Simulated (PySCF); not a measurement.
# Correlation energy of Fe (iron, neutral)

[Ar] 3d6 4s2, high-spin 5D determinant. Computed with PySCF 2.14 in def2-SVP, with the non-relativistic Hamiltonian (point nucleus). Frozen: [Ar]; 8 electrons correlated.

MP2 pair energies summed by pair of shells (mhartree):

| pair | energy | share (%) |
| --- | --- | --- |
| 3d-3d | -75.07 | 71.4 |
| 4s-4s | -17.54 | 16.7 |
| 3d-4s | -12.48 | 11.9 |

Total MP2 correlation energy: -105.08 mhartree.

Same-spin part -49.05 and opposite-spin part -56.03 mhartree; SCS-MP2 scales them by 1/3 and 6/5 to -83.59 mhartree.
